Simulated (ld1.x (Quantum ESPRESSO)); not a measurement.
**Ga (Z = 31), ultrasoft: configuration errors across variants**

```
Element                 : gallium
Generator               : ld1.x (Quantum ESPRESSO) 7.5
Type                    : ultrasoft
Functional              : PBEsol
Relativity              : scalar-relativistic
Frozen core             : [Ar]
Valence charge          : 13
Reference configuration : 3d10 4s1 4p2
Partial waves           : 4s (bound): rcut 1.20, rcutus 1.55 bohr; 4s channel at 3.25 Ry: rcut 1.20, rcutus 1.55 bohr; 4p (bound): rcut 2.00, rcutus 2.65 bohr; 4p channel at 1.85 Ry: rcut 2.00, rcutus 2.65 bohr; 3d (bound): rcut 1.05, rcutus 1.25 bohr; 3d channel at -0.85 Ry: rcut 1.05, rcutus 1.25 bohr
Local potential         : all-electron potential smoothed inside 1.20 bohr (lloc = -1)
Core correction         : none
Augmentation charge     : built from norm-conserving waves at rcut, not smoothed further
```

All-electron excitation energies from the reference (eV): (1) 3d10 4s2 4p1 -6.551; (2) 3d10 4s2 4p0 -0.872; (3) 3d10 4s1 4p0 20.264; (4) 3d9 4s2 4p2 13.770; (5) 3d10 4s0 4p3 6.839; (6) 3d10 4s2 4p0.5 -4.524; (7) 3d9 4s2 4p1 21.159.

2 further variants failed, have other tests or another functional or relativity, and are left out.

A true bound ghost makes a file unfit for plane-wave use even where its test errors are small: the radial tests pick states by their node count and pass the ghost by.

Errors AE − PS in meV (a dash: test not solved or not reliable):

| change | (1) | (2) | (3) | (4) | (5) | (6) | (7) | bound ghosts |
| --- | --- | --- | --- | --- | --- | --- | --- | --- |
| base | +0.9 | -5.0 | -9.7 | -182 | +0.2 | -0.7 | -128 | s |
| local potential all-electron potential smoothed inside 2.16 bohr (lloc = -1) | +1.0 | -5.1 | -11 | -250 | +0.2 | -0.7 | -191 | s |
| waves 4s (bound): rcut 1.20, rcutus 1.60 bohr; 4s channel at 3.25 Ry: rcut 1.20, rcutus 1.60 bohr | 0.0 | -5.5 | -10.0 | -187 | +0.2 | -1.5 | -133 | s |
| wave 4p channel at 1.85 Ry: rcut 2.00, rcutus 2.65 bohr becomes 4p channel at -0.01 Ry: rcut 2.00, rcutus 2.65 bohr | +0.9 | -5.0 | -9.7 | -177 | +0.3 | -0.7 | -124 | s |
| waves 3d (bound): rcut 1.05, rcutus 1.64 bohr; 3d channel at -0.85 Ry: rcut 1.05, rcutus 1.64 bohr | +0.9 | -5.1 | -11 | -275 | +0.2 | -0.8 | -215 | s |
| augmentation PSQ, inside the norm-conserving radii | +3.5 | -3.5 | -12 | -79 | +2.3 | +1.6 | -20 | s |
| waves 4p (bound): rcut 1.58, rcutus 1.68 bohr; 4p channel at 1.85 Ry: rcut 1.58, rcutus 1.68 bohr | +2.1 | -2.2 | -7.6 | -206 | – | – | – | p, s |
| all radii scaled by about 1.07 (s 1.66, p 2.84, d 1.34 bohr, rcut 1.28/2.14/1.12); local potential all-electron potential smoothed inside 1.28 bohr (lloc = -1) | +2.4 | -1.7 | -8.5 | -165 | +1.8 | +1.2 | -110 | p |

Question: Give the same row for: core correction a·sin(br)/r model core inside 0.88 bohr.

Answer: +0.3, -4.3, -13, -235, -1.1, -1.0, -180; bound ghosts: s.
